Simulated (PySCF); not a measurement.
Gas-phase equilibrium of 1 mol NaCl, 0.25 mol H2O at 600 K and 0.00100 bar, among 21 species (ClO, O2, HCl, O, HO2, H2O, H, HOCl, Na, H2O2, O3, Na2, H2, Na2(OH)2, NaCl, NaOH, Cl, Cl2, Na2O, Na2Cl2, OH). Only gases are allowed; each row takes one source of thermochemistry for all species, and Cantera finds the minimum.

Computed with PySCF and rigid-rotor harmonic-oscillator thermochemistry at 1 bar. The comparison is the NASA 1993 polynomial table, which mixes measured and estimated data. † marks an energy on the PBE0/def2-TZVP geometry and frequencies. The species in the table below are closed-shell singlets. The harmonic model lacks anharmonicity and excited electronic states, which grow with temperature; levels with a mode under 35 cm⁻¹ are left out. Soft modes under 120 cm⁻¹ make the harmonic entropy rough for Na2Cl2. The table's entry may be an old estimate for Na2Cl2 (not checked at source).

Molecules larger than those listed are left out. Table species left out: NaH, NaO.

With table thermochemistry: Na2Cl2 0.67, H2O 0.33, NaCl 0.00011.

How far does the composition move with the other sources (PBE0/def2-SVP†, r2SCAN/def2-TZVP†, ωB97X-V/def2-TZVP†)?


```csv
thermochemistry,x Na2Cl2,x H2O,x NaCl
table,0.67,0.33,0.00011
PBE0/def2-SVP†,0.67,0.33,8.2e-6
r2SCAN/def2-TZVP†,0.67,0.33,8.5e-5
ωB97X-V/def2-TZVP†,0.67,0.33,6.8e-5
```
The most sensitive of these is NaCl: it spans a factor of 10^1.1 over these rows; at this temperature one factor of ten is RT ln 10 = 11 kJ/mol.
